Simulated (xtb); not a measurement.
xtb input:

```bash
xtb mol.xyz --gfn 1 --sp --chrg -1 --uhf 0
```
mol.xyz:
```
4

B      0.22645289     0.26515512     0.04119097
Cl    -1.55168755    -0.01159838    -0.48890061
F      0.46900764     1.60343943    -0.03537415
S      1.31408470    -0.97247237     0.52648268
```

Q: What final total energy does it print?

A: -14.83639 Eh (GFN1-xTB).

It need not be the lowest isomer of its formula. Whether it binds its extra electron was not tested at this geometry.
